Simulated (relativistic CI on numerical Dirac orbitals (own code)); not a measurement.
**What each ingredient does to the levels of W27+**

Base calculation: Dirac-Coulomb-Breit CI, separate exchange-only KLI orbitals for each configuration, QED by a radiative potential, unscaled Slater integrals.

Configuration list (outside the closed core [Ar] 3d10): 4s2.4p6.4d10.4f, 4s2.4p6.4d9.4f2, 4s2.4p6.4d10.5s, 4s2.4p6.4d10.5p, 4s2.4p5.4d10.4f2, 4s2.4p6.4d10.5d, 4s.4p6.4d10.4f2, 4s2.4p6.4d9.4f.5s, 4s2.4p6.4d9.5s2, 4s2.4p6.4d10.5f, 4s2.4p4.4d10.4f3, 4s2.4p6.4d9.5s.5p, 4s2.4p6.4d9.4f.5p, 4s2.4p6.4d8.4f2.5s, 4s2.4p6.4d10.6s, 4s2.4p6.4d10.5g. Levels of other configurations are missing.

The lowest level and the first level of each name with at least 55 % of one term (blank where a level has no safe partner in the second run):

```
                  Level  Base (cm⁻¹)  Shift (cm⁻¹)
4s2.4p6.4d10.4f 2F°_5/2            0             0
4s2.4p6.4d10.4f 2F°_7/2        29319            -1
 4s2.4p6.4d10.5s 2S_1/2      1055382        +12949
4s2.4p6.4d10.5p 2P°_1/2      1483029          +238
 4s2.4p6.4d9.4f2 4F_3/2      1541820         +9780
 4s2.4p6.4d9.4f2 4F_5/2      1546637         +9151
4s2.4p6.4d9.4f2 4K_15/2      1599570         +5751
 4s2.4p6.4d9.4f2 4D_3/2      1601216         +4759
4s2.4p6.4d9.4f2 4K_17/2      1611022         +6045
 4s2.4p6.4d9.4f2 4D_1/2      1613692         +3963
4s2.4p6.4d9.4f2 4H_13/2      1615929         +4395
 4s2.4p6.4d9.4f2 2D_3/2      1636336         +2420
 4s2.4p6.4d9.4f2 4P_1/2      1640119         +1903
4s2.4p6.4d9.4f2 2I_13/2      1648109         +3200
```

At this charge energies of transitions that change n are usually good to better than 1 %, and those within a shell (Δn = 0) to a few per cent.

**Question.** One thing was changed in a second run, which moved the levels as shown. Which?
A. configuration mixing switched off
B. one mean potential for all configurations
C. Breit term removed
D. valence Slater integrals scaled by 0.9
E. QED terms removed

**Answer.** D. Valence Slater integrals scaled by 0.9. Scaling acts on the splittings between terms and on the mixing, and leaves the fine structure of pure LS terms nearly alone; in jj coupling it moves the levels of one term differently.

LS names give the leading component of a level, which can be under half, so a name can repeat, a term be missing and a line seem to break the LS rules.
